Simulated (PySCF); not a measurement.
First SCF of a structure search on singlet SeS(OH)2, at a hand-made PBE0 minimum (heavy-atom frame) geometry. PySCF input:

```python
from pyscf import gto, scf, dft
mol = gto.M(atom='''
Se    -0.060197    -0.308926    -0.311211
S      0.006443     0.033067     1.713339
O      1.461562     0.396773    -0.920314
O     -1.205658     0.916504    -0.920314
H      1.797131     0.977355    -0.214853
H     -1.298690     1.580604    -0.214853''',
    basis={'Se': 'def2-SVP', 'S': 'def2-SVP', 'O': 'def2-SVP', 'H': 'def2-SVP'},
    charge=0, spin=0)
mf = dft.RKS(mol, xc='PBE0')
mf.grids.atom_grid = (50, 194)
aux = {'Se': 'def2-universal-JKFIT', 'S': 'def2-universal-JKFIT', 'O': 'def2-universal-JKFIT', 'H': 'def2-universal-JKFIT'}
mf = mf.density_fit(auxbasis=aux)
mf.conv_tol = 1e-08
mf.diis_space = 10
mf.max_cycle = 60
mf.init_guess = 'minao'
mf.verbose = 4
mf.kernel()
```

Excerpt of the output (cycles and frontier levels):

```
init E= -2949.85212931012
  HOMO = -0.295858458887615  LUMO = -0.0802606867290732  gap/eV = 5.86671
cycle= 1 E= -2950.05729634933  delta_E= -0.205  |g|= 0.952  |ddm|= 2.89
  HOMO = -0.223415331294942  LUMO = -0.0521062391816298  gap/eV = 4.66156
cycle= 2 E= -2949.74837559387  delta_E= 0.309  |g|= 1.57  |ddm|= 2.03
  HOMO = -0.25320587475436  LUMO = -0.0364481762760729  gap/eV = 5.89828
cycle= 3 E= -2950.23729065553  delta_E= -0.489  |g|= 0.118  |ddm|= 1.28
  HOMO = -0.2761862680866  LUMO = -0.0389004601884362  gap/eV = 6.45688
cycle= 4 E= -2950.23938437033  delta_E= -0.00209  |g|= 0.0881  |ddm|= 0.29
  HOMO = -0.269180332171986  LUMO = -0.0429810486338482  gap/eV = 6.15520
cycle= 5 E= -2950.24170520064  delta_E= -0.00232  |g|= 0.0192  |ddm|= 0.135
  HOMO = -0.268069743874786  LUMO = -0.0401227251558773  gap/eV = 6.20275
cycle= 6 E= -2950.24179278969  delta_E= -8.76e-05  |g|= 0.00282  |ddm|= 0.0242
  HOMO = -0.268177495360762  LUMO = -0.0402065865422956  gap/eV = 6.20340
cycle= 7 E= -2950.24179433097  delta_E= -1.54e-06  |g|= 0.000605  |ddm|= 0.00251
  HOMO = -0.268114574673055  LUMO = -0.0402404581825277  gap/eV = 6.20077
cycle= 8 E= -2950.24179447119  delta_E= -1.4e-07  |g|= 0.000102  |ddm|= 0.00116
  HOMO = -0.268122086795031  LUMO = -0.0402392742287141  gap/eV = 6.20101
cycle= 9 E= -2950.24179447518  delta_E= -3.99e-09  |g|= 2.37e-05  |ddm|= 0.000203
  HOMO = -0.268121957526472  LUMO = -0.0402377689699849  gap/eV = 6.20104
Extra cycle  E= -2950.24179447518  delta_E= -5e-12  |g|= 2.83e-05  |ddm|= 6.83e-05
converged SCF energy = -2950.24179447518
```

No lower solution of this spin was found by a stability analysis within the restricted form, which does not test spin polarisation.

The search for the lowest solution, with the stability check, took 5.7 s on 2 threads of a shared Arm Neoverse V1 host, with 88 basis functions; the process peaked at 0.41 GiB.
